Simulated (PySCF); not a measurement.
## Electric field gradients and quadrupole coupling constants

Species: C₅H₇F₃O.
Structure used (PBE0-D3(BJ)/def2-SVP), in Å, numbered top down from 1:
```
atom  x, y, z in Å
C1     2.048    0.045    0.263
C2     0.619   -0.005    0.778
C3    -0.414   -0.206   -0.327
C4    -0.611    1.025   -1.199
O5     0.013    2.040   -1.067
C6    -1.759   -0.660    0.211
F7    -1.657   -1.803    0.889
F8    -2.637   -0.860   -0.780
F9    -2.285    0.252    1.034
H10    2.317   -0.885   -0.264
H11    2.194    0.887   -0.427
H12    2.755    0.168    1.096
H13    0.513   -0.826    1.504
H14    0.376    0.927    1.312
H15   -0.098   -1.017   -1.010
H16   -1.388    0.920   -1.996
```

Field gradients from the PBE0/pcSseg-1 density (PySCF, non-relativistic), principal values in atomic units, ordered |Vxx| ≤ |Vyy| ≤ |Vzz|:

```
atom     Vxx     Vyy      Vzz
  O5  0.3983  1.6866  -2.0849
```

Q: Find the asymmetry η = (Vxx − Vyy)/Vzz and the couplings χ = eQV/h (234.96 MHz × Q in barn × V in au), with Q(17O) = −0.0256 b.

A: 
```tsv
atom	environment	nucleus	η	χzz (MHz)	χxx (MHz)	χyy (MHz)
O5	aldehyde oxygen	17O	0.62	12.54	-2.40	-10.15
```

The tensor is traceless: Vxx + Vyy + Vzz = 0.

Q: What is Vzz at O5 in SI units (1 au = 9.71736 × 10²¹ V/m²)?

A: -2.0849 au = -20.260 × 10²¹ V/m².

Q: What couplings would deuterons (Q(2H) = 0.00286 b) have in place of the hydrogens, at this geometry?

A: 
| atom | bonded to | bond length (Å) | Vzz (au) | η | χzz (kHz) |
| --- | --- | --- | --- | --- | --- |
| H10 | C1 | 1.102 | 0.2894 | 0.03 | 194 |
| H11 | C1 | 1.099 | 0.2895 | 0.02 | 195 |
| H12 | C1 | 1.100 | 0.2934 | 0.03 | 197 |
| H13 | C2 | 1.101 | 0.2832 | 0.05 | 190 |
| H14 | C2 | 1.101 | 0.2831 | 0.06 | 190 |
| H15 | C3 | 1.107 | 0.2709 | 0.02 | 182 |
| H16 | C4 | 1.118 | 0.2492 | 0.01 | 167 |

The structure is a single PBE0-D3(BJ)/def2-SVP conformer in the gas phase; no vibrational or solvent corrections. With so small a basis the couplings can be 20 % off.

These values come from a run that also computed NMR shieldings. On one thread, Arm Neoverse V1 (aarch64), no GPU (shared host), this took 24 s of wall time and 1.0 GiB of memory at its peak.
